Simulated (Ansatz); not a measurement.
Tuning the range parameter of LC-ωPBE so that −HOMO meets the ionisation energy; basis def2-TZVP, Ansatz. System: Cu₂F₂. Charge 0, multiplicity 1. Geometry: PBE-D4/def2-SVP. The ionised state is a doublet.

Geometry of the singlet:

```tsv
atom	x (Å)	y (Å)	z (Å)
Cu1	0.5887	-0.0245	-0.1937
Cu2	-1.6506	-0.0069	0.5555
F3	1.6330	-1.4178	-0.3176
F4	-0.5712	1.4492	-0.0442
```

Another isomer (singlet) lies 0.08 eV lower at PBE0-D4/def2-TZVP.

| ω (1/bohr) | HOMO (eV) | LUMO (eV) | vertical IE (eV) | HOMO + IE (eV) |
| --- | --- | --- | --- | --- |
| 0.1 | -7.39 | -3.30 | 9.50 | 2.11 |
| 0.15 | -8.01 | -2.78 | 9.54 | 1.53 |
| 0.2 | -8.53 | -2.37 | 9.59 | 1.05 |
| 0.3 | -9.35 | -1.84 | 9.67 | 0.32 |

(1) Where does the tuning condition hold?

## Answers

(1) Not within the range that was run.
